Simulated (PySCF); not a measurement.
## Dipole moment and polarisability of `C[Si]1(C)CCCO1`

Species: C5H12OSi.
Cartesian coordinates in Å at the GFN2-xTB level; atoms count from 1:
```
atom  x, y, z in Å
C1    -1.593    1.745    0.010
Si2   -0.608    0.127    0.166
C3    -1.755   -1.327    0.592
C4     0.602   -0.204   -1.279
C5     1.858   -0.628   -0.520
C6     1.884    0.179    0.779
O7     0.580    0.263    1.300
H8    -0.969    2.582   -0.284
H9    -2.050    1.994    0.962
H10   -2.390    1.650   -0.719
H11   -2.250   -1.152    1.542
H12   -1.217   -2.267    0.670
H13   -2.526   -1.445   -0.162
H14    0.299   -0.968   -1.989
H15    0.797    0.707   -1.844
H16    1.783   -1.687   -0.266
H17    2.775   -0.472   -1.089
H18    2.249    1.195    0.586
H19    2.522   -0.283    1.537
```

Level: CAM-B3LYP/def2-SVPD (PySCF), static field, nuclei fixed, core orbitals frozen in the response. The polarisability tensor in these axes (au):

```
x   93.36 -1.86 -2.38
y   -1.86 83.36 -0.60
z   -2.38 -0.60 77.14
```

Q: Give the principal values, the mean and the anisotropy Δα = √{½[(α1 − α2)² + (α2 − α3)² + (α1 − α3)²]}.

A: Principal values 76.69, 83.18 and 94.00 au; mean 84.62 au = 12.54 Å³ = 13.95 × 10⁻⁴⁰ C²·m²/J; Δα = 15.14 au (18 % of the mean).

Q: What is the dipole moment, and where does it point?

A: (0.05, -0.23, -1.28) D, 1.30 D in size, pointing from the negative to the positive side. Measured along this direction, the outermost atoms are H11, H9, H19 and O7 at the negative end and H14 at the positive end.

Q: Rayleigh depolarisation ratio (linearly polarised light, static tensor)?

A: ρ = 3Δα²/(45ᾱ² + 4Δα²) = 688.1/(322233 + 917.4) = 0.00213.

Q: Find the Langevin capture rate constant for H3O+ (19.018 u) meeting this molecule (116.066 u), k = 2.342 × 10⁻⁹ cm³/s × √(α in Å³ / reduced mass in u).

A: The reduced mass is 16.34 u, so k = 2.05 × 10⁻⁹ cm³/s. The formula leaves out the permanent dipole, which adds to the capture rate.

Q: Estimate the molar refractivity from the static electronic polarisability.

A: Lorentz–Lorenz: R = (4π/3)N_A α = 2.5225 cm³/(mol·Å³) × 12.54 Å³ = 31.6 cm³/mol, in the limit of long wavelengths.

Isolated species at its GFN2-xTB geometry (one conformer only).
